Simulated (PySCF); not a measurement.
**Structure from NMR data**

An unknown has the formula C₃H₉FN₂Si₂. Its calculated NMR data are:

1H NMR (300 MHz, computed): δ 10.19 (br s, 1H), 8.56 (d, 1H), 6.55 (m, 1H), 5.25 (m, 2H), 5.11 (m, 1H), 4.87 (s, 3H).

13C{1H} NMR (computed): δ 166.9 (CH), 144.9 (CH), 117.0 (CH).

PySCF 2.14 calculation with GFN2-xTB geometry and NMR shieldings at PBE0/pcSseg-1/GIAO; in vacuum, one conformer, rapidly exchanging positions averaged, non-relativistic.

Chemical shifts δ = σref − σ; 1H (σref 31.72) and 13C (σref 186.93) vs TMS, all at this level.

Deduce the structure.

Results:


Rings plus π bonds: 2 (no ring in the answer). 3 carbon signals for 3 carbons: no two carbons are equivalent. Carbon types of the structure: 3 × CH, leaving 6 H on heteroatoms. δC 166.9: C=N carbon. δC 144.9: alkene carbon bearing nitrogen; an sp2 carbon further deshielded by the attached heteroatom. δC 117.0: β carbon of an enol-ether or enamine type C=C. δH 10.19: hydrogen on an imine nitrogen; exchangeable; this is the value without hydrogen bonding to other molecules. δH 8.56: hydrogen on a C=N carbon. δH 6.55: hydrogen on an alkene carbon bearing nitrogen; olefinic region. δH 5.11: hydrogen on a β carbon of an enol-ether or enamine type C=C; a vinylic proton, deshielded by the sp2 carbon and the C=C anisotropy.

Structure: SMILES [H]/N=C\C=C/N([SiH3])[SiH2]F.

This is the structure that produced the data.

The OH or NH signal is concentration- and solvent-dependent in practice; the value given is the gas-phase one. Splittings by 19F in the carbon and heteronuclear signals aren't shown, as no couplings were computed. Shifts are as computed. Against solution values, carbons near 30 ppm lie about +3 ppm off and those near 130 ppm about +5 ppm. Of 1211 compounds with measured shifts, 218 miss one by over three times the rms of a fit or turn the order of signals round; such compounds aren't used in these exercises. No couplings were computed; multiplicities are counted from neighbouring protons, with m where these are inequivalent, close in shift, in a saturated or five-membered ring or joined by F or P, and br s for small geminal =CH2 splittings.
